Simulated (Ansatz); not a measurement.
Program: Ansatz. Geometries: PBE0-D4/def2-TZVP. ΔE: electronic, gas phase. CBS: MP2 limit from def2 TZ/QZ plus the TZ coupled-cluster correction, frozen cores. This one scheme is used for every species. DFT in def2-TZVPP. Elements past krypton have def2 core potentials. For W outer-core shells are correlated without core-valence functions, which leaves a few kJ/mol of doubt a bond. One conformer a species, not always the lowest.

`[OH][W]([OH])([OH])([OH])([Cl])[Cl]` + `O=BCl` → `[OH][W]([OH])([OH])([Cl])([Cl])[Cl]` + `O=BO`  (redistribution)

```json
{"species": "`[OH][W]([OH])([OH])([OH])([Cl])[Cl]`", "PBE0 energy (Eh)": "-1290.58021"}
{"species": "`O=BCl`", "PBE0 energy (Eh)": "-560.13958"}
{"species": "`[OH][W]([OH])([OH])([Cl])([Cl])[Cl]`", "PBE0 energy (Eh)": "-1674.86532"}
{"species": "`O=BO`", "PBE0 energy (Eh)": "-175.86524"}
```

Work out ΔE.

ΔE = (-1674.86532) + (-175.86524) − (-1290.58021) − (-560.13958) = -0.01077 Eh = -0.29 eV. CCSD(T)/CBS gives -0.25 eV.

What do rigid-rotor, harmonic-oscillator terms from PBE0-D4/def2-TZVP frequencies (298.15 K, 1 bar) make of the CCSD(T)/CBS value? (Estimate.)

Computed: ΔZPE = -0.01 eV, ΔH = -0.25 eV, ΔS = 14 J/(mol·K), ΔG = -0.30 eV.

Largest T1 diagnostic among the species: 0.022, so the coupled-cluster value is less sure than usual.

Leaving LDA and LC-ωPBE aside and taking each functional with its dispersion term where it has one, the values, not all of them listed here, spread over 0.16 eV, from BHLYP-D4 to ωB97X-V. LDA lies −0.05 eV from PBE without D4. The D4 term adds −0.04 eV with B3LYP and −0.02 eV with PBE0; it sums over pairs of atoms, weighted by their polarisabilities, and B3LYP, whose exchange is more repulsive, gets the larger term. From BLYP to BHLYP (50 % exact exchange), in def2-TZVPP and without D4, ΔE moves by −0.04 eV.

B3LYP here is the variant with VWN-RPA as its local correlation; programs differ in this.
